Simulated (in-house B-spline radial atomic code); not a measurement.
RPA and G0W0 on PBE: Ru3+

Configuration [Kr] 4d5, highest spin, mean-field start PBE. Computed with a B-spline radial code for spherical atoms: all electrons, non-relativistic, point nucleus, each spin shell either full or empty, empty states to l = 9 with an (l + 1/2)⁻⁴ tail; G0W0 by contour deformation at full frequency.

Without relativity these are model numbers: it shifts the levels of so heavy an element strongly and can reorder them.

Command:
```bash
python run_gw.py task.json out
```
Settings (radii: box in bohr, nucleus in fm):
```
Z                        44
electrons                41
configuration            [Kr] 4d5
hamiltonian              nr
method                   pbe,pbe
lmax                     9
spin_polarised           True
box_radius               14.14
intervals                52
```

Time taken, with all properties: 2.8 s on 1 thread of Arm Neoverse V2, on a shared host.

Energies (hartree):

```json
{"term": "mean-field total", "value": "-4441.28623"}
{"term": "Hartree-Fock functional on these orbitals", "value": "-4439.75673"}
{"term": "direct second order", "value": "-3.4544"}
{"term": "second-order exchange", "value": "0.99526"}
{"term": "SOSEX correction", "value": "0.92736"}
```

**Question.** What is the RPA correlation energy, and what remains with SOSEX?

**Answer.** RPA gives -3.054 hartree (-2.03 eV per electron); RPA + SOSEX gives -2.1266, and the second-order doubles -2.4591 hartree (no singles). RPA lacks exchange-type terms and so overcorrelates at short range.

Quasi-particle levels (eV):

```json
{"level": "4d up", "occupied": "yes", "mean field": "-39.35", "Σx - vxc": "-7.39", "Σc": "?", "QP weight": "?", "G0W0": "?"}
{"level": "4p down", "occupied": "yes", "mean field": "-77.02", "Σx - vxc": "-8.74", "Σc": "0.66", "QP weight": "0.900", "G0W0": "-85.09"}
{"level": "4d down", "occupied": "no", "mean field": "-35.20", "Σx - vxc": "9.89", "Σc": "-4.05", "QP weight": "0.931", "G0W0": "-29.362"}
```

G0W0 = mean field + (Σx - vxc) + Σc, with Σc (partial-wave tail included) taken at the quasi-particle energy. Only the outer levels were computed. Levels of low weight are left out.

**Question.** Where does G0W0 put 4d up?

**Answer.** At -46.61 eV, with Σc = 0.13 eV and a quasi-particle weight of 0.926. The tabulated removal energy is 45 ± 1.7 eV (NIST, tabulated theory); the calculation leaves out relativity, Breit and QED terms, and what these don't explain is the method's own error.
